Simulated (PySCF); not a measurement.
Vertical excitation energies

C5H4ClFO.
Z-matrix (Å and degrees, GFN2-xTB geometry), rows numbered from 1:
```
F 
C   1  1.3504
C   2  1.3246  1  119.42
O   3  1.3681  2  123.37  1  -179.98
C   4  1.3601  3  115.54  2    -0.05
Cl  5  1.7175  4  110.66  3  -179.97
C   5  1.3259  4  126.26  3    -0.01
C   2  1.4971  1  115.68  3   179.98
H   3  1.0774  2  124.18  1     0.05
H   7  1.0761  5  119.94  4  -179.95
H   8  1.0972  2  110.23  1   -58.88
H   8  1.0972  2  110.27  1    58.93
```

Theory: TDDFT PBE0/def2-SVPD, vertical, gas phase, core orbitals frozen in the response (PySCF 2.14.0, density-fitted response routines).

Task: What does the calculation give for the low-lying excited states?

Result: 

| state | E (eV) | E (kJ/mol) | λ (nm) | f | symmetry | main configurations (H = HOMO, L = LUMO) |
| --- | --- | --- | --- | --- | --- | --- |
| S1 | 5.12 | 494 | 242.1 | 0.012 | A′ | H→L (99%) |
| S2 | 5.86 | 566 | 211.5 | 0.0002 | – | H→L+1 (95%) |
| S3 | 6.19 | 597 | 200.3 | 0.0012 | – | H→L+2 (93%) |
| S4 | 6.35 | 612 | 195.3 | 0.0063 | A′ | H-1→L (56%), H→L+3 (44%) |
| S5 | 6.66 | 642 | 186.3 | 0.0027 | A″ | H→L+4 (83%) |
| S6 | 6.93 | 669 | 178.8 | 0.0015 | – | H→L+5 (73%), H-1→L+1 (16%) |

Triplets (Tamm–Dancoff): T1 3.77 eV, H→L (89%); T2 4.37 eV, H-1→L (53%), H→L+3 (40%).

The lowest singlet comes at 242 nm (494 kJ/mol) in the ultraviolet; it is weak; its leading configuration is HOMO→LUMO (99%). The lowest level is also the most intense of those listed (f = 0.012). Löwdin shares by element: HOMO carbon 44% or more, oxygen 20% (atoms not listed hold the other 36%); LUMO carbon 68% or more (atoms not listed hold the other 31%). Of the 6 states listed, 1 reaches f = 0.01 and 1 stays under 0.0005. The oscillator strengths of these states sum to 0.024; summed over the whole spectrum of an exact calculation they would give the number of electrons, 68 (Thomas–Reiche–Kuhn). Weighted by f, the mean energy of these states is 5.79 eV. Symmetry labels in Cs follow from the direction of the transition dipole and are given only for states with f of 0.002 or more. Singlets were solved by full linear response, triplets in the Tamm–Dancoff approximation.
